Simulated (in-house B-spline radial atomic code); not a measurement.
**One electron outside the 1s2 core: In⁴⁶⁺**

Computed with an all-electron radial atomic-structure program (B-spline basis), no-pair Dirac-Coulomb Hamiltonian, finite nucleus. Rungs: frozen-core Dirac-Hartree-Fock (DHF); Brueckner orbitals from the second-order correlation potential; the same with the Coulomb interaction screened by the core and the hole-particle interaction summed; Breit and QED terms from differences of relaxed Dirac-Fock atoms, where computed. Partial waves beyond l = 6 are extrapolated. The tables show a selection of states; those near core-excited levels, with erratic corrections or far from their DHF start are never shown.

Removal energies (eV):

```csv
state,DHF,second order,screened,Breit + QED,final
2s1/2,7961.49,7961.66,7961.66,-8.58,7953.08
2p1/2,7855.83,7856.25,7856.25,-8.21,7848.03
2p3/2,7606.95,7607.29,7607.29,-3.69,7603.6
3s1/2,3486.92,3486.96,3486.97,-2.53,3484.44
3p1/2,3457.64,3457.75,3457.75,-2.29,3455.46
3p3/2,3383.83,3383.91,3383.91,-1.05,3382.86
3d3/2,3373.18,?,?,?,?
3d5/2,3350.86,3350.9,3350.9,-0.0671,3350.83
4s1/2,1943.71,1943.73,1943.73,-,-
4p1/2,1931.7,1931.74,1931.74,-,-
4p3/2,1900.67,1900.7,1900.7,-,-
4d3/2,1896.24,1896.25,1896.25,-0.045,1896.21
4d5/2,1886.79,1886.81,1886.81,-0.0334,1886.77
4f5/2,1886.55,1886.56,1886.56,-,-
4f7/2,1881.9,1881.91,1881.91,-,-
5s1/2,1236.54,1236.55,1236.55,-,-
5p1/2,1230.48,1230.5,1230.5,-,-
5p3/2,1214.65,1214.66,1214.66,-,-
5d3/2,1212.4,1212.41,1212.41,-,-
5d5/2,1207.56,1207.57,1207.57,-,-
5f5/2,1207.42,?,?,?,?
```

Q: What does correlation do to 5f5/2?

A: It adds 0.001978 eV to the removal energy in second order and 0.001995 eV with screening, giving 1207.43 eV before Breit and QED terms, which weren't computed for this state.

Q: What does correlation do to 3d3/2?

A: It adds 0.0381 eV to the removal energy in second order and 0.03845 eV with screening; Breit and QED add -0.0757 eV, for a final 3373.15 eV.

Q: How does the lowest state compare with the NIST ionisation energy?

A: 2s1/2 is bound by 7953.079 eV, without recoil; NIST lists 7953.14 ± 0.03 eV (tabulated theory), a difference of -0.061 eV.

Electric-dipole lines from 2s1/2 (reduced matrix elements in atomic units, length form, static core polarisation, sign of DHF taken positive):

| upper | DHF | + core polarisation | + Brueckner | λ (nm) | A (s⁻¹) |
| --- | --- | --- | --- | --- | --- |
| 2p1/2 | 0.08507 | 0.08497 | 0.08496 | 11.803 | 4.45e+09 |
| 2p3/2 | 0.1241 | 0.124 | 0.124 | 3.5477 | 1.74e+11 |

Magnetic hyperfine constants per unit nuclear g factor (MHz, nucleus as a uniformly magnetised ball; they apply to isotopes with nuclear spin):

```tsv
state	DHF	+ core polarisation	+ Brueckner
2s1/2	4.563e+06	4.63e+06	4.631e+06
2p1/2	1.472e+06	1.489e+06	1.489e+06
2p3/2	235100	222500	222500
3s1/2	1.341e+06	1.359e+06	1.359e+06
3p1/2	440100	443800	443800
3p3/2	70590	67760	67760
```
